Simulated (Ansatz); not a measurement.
`NC1[SiH2]S1` and `NC1O[SiH2]1` differ in one element.

Ansatz, PBE0-D4/def2-TZVP geometries, multiplicity 1. Each molecule was computed in one conformer, which needn't be the lowest.

| property | `NC1[SiH2]S1` |
| --- | --- |
| HOMO energy (ωB97M-V/def2-TZVPP) / eV | -8.83 |
| HOMO–LUMO gap (PBE0/def2-TZVPP) / eV | 6.41 |
| LUMO energy (PBE0/def2-TZVPP) / eV | -0.30 |
| LUMO energy (PBE/def2-TZVPP) / eV | -1.12 |
| LUMO energy (ωB97M-V/def2-TZVPP) / eV | 1.42 |
| HOMO energy (PBE/def2-TZVPP) / eV | -5.52 |

Q: Give the same properties after the change, and the shifts. (Estimate.)

A: Computed: 
```tsv
property	`NC1O[SiH2]1`	shift
HOMO energy (ωB97M-V/def2-TZVPP) / eV	-9.30	-0.47
HOMO–LUMO gap (PBE0/def2-TZVPP) / eV	6.57	0.16
LUMO energy (PBE0/def2-TZVPP) / eV	-0.46	-0.16
LUMO energy (PBE/def2-TZVPP) / eV	-1.30	-0.18
LUMO energy (ωB97M-V/def2-TZVPP) / eV	1.27	-0.15
HOMO energy (PBE/def2-TZVPP) / eV	-5.73	-0.21
```

With PBE0 the HOMO falls by 0.34 eV and the LUMO falls by 0.16 eV, so the gap widens by about 0.18 eV. PBE moves the HOMO by -0.21 eV and ωB97M-V by -0.47 eV.
